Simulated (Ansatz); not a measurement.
The same molecule with X = Ti, Zr, Hf. Ansatz, PBE0-D4/def2-TZVP geometries, multiplicity 1. Each molecule was computed in one conformer, which needn't be the lowest.

Elements past krypton have def2 core potentials. Scalar relativity is left out up to krypton.

```
 X                   molecule  mean X–Cl bond length / Å  mean X–F bond length / Å  mean X–O bond length / Å  LUMO energy (PBE/def2-TZVPP) / eV  HOMO–LUMO gap (B3LYP/def2-TZVPP) / eV  size of the dipole moment (B3LYP/def2-TZVPP) / D
Zr  `[OH][Zr]([F])([SH])[Cl]`                      2.352                     1.897                     1.887                              -2.41                                   5.81                                              2.25
Hf  `[OH][Hf]([F])([SH])[Cl]`                      2.350                     1.896                     1.893                              -1.96                                   6.21                                              3.28
```

**Question.** Give the row for X = Ti, `[OH][Ti]([F])([SH])[Cl]`. (Best estimate.)

**Answer.** Ansatz gave: 
```
 X                   molecule  mean X–Cl bond length / Å  mean X–F bond length / Å  mean X–O bond length / Å  LUMO energy (PBE/def2-TZVPP) / eV  HOMO–LUMO gap (B3LYP/def2-TZVPP) / eV  size of the dipole moment (B3LYP/def2-TZVPP) / D
Ti  `[OH][Ti]([F])([SH])[Cl]`                      2.197                     1.748                     1.752                              -3.64                                   4.74                                              2.04
```

From Ti to Hf the mean X–Cl bond length isn't monotonic: highest at Zr, lowest at Ti; the mean X–F bond length isn't monotonic: highest at Zr, lowest at Ti; the mean X–O bond length rises at each step, by 0.141 Å in all; the LUMO energy (PBE/def2-TZVPP) rises at each step, by 1.68 eV in all; the HOMO–LUMO gap (B3LYP/def2-TZVPP) rises at each step, by 1.47 eV in all. Dipoles are sizes alone, and their direction can turn along the series.

B3LYP here is the variant with VWN-RPA as its local correlation; programs differ in this.
